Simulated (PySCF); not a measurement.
2-silylethylsilane (C2H10Si2), SMILES C(C[SiH3])[SiH3].

Geometry optimised at B3LYP-D3(BJ)/def2-SVP. One conformer was computed; it need not be the lowest.

Method: PySCF with PBE/def2-TZVP.

Symmetry labels are those of the subgroup C2h that the program uses (full group C2h).

Computed valence orbital energies around the gap with their symmetry:
```csv
orbital,symmetry,energy (eV)
HOMO−7,Ag,-9.65
HOMO−6,Bu,-9.19
HOMO−5,Bg,-8.99
HOMO−4,Bu,-8.16
HOMO−3,Au,-8.07
HOMO−2,Ag,-8.07
HOMO−1,Bg,-8.06
HOMO,Ag,-6.81
LUMO,Ag,-0.45
LUMO+1,Bu,0.01
LUMO+2,Ag,0.48
LUMO+3,Au,0.65
```
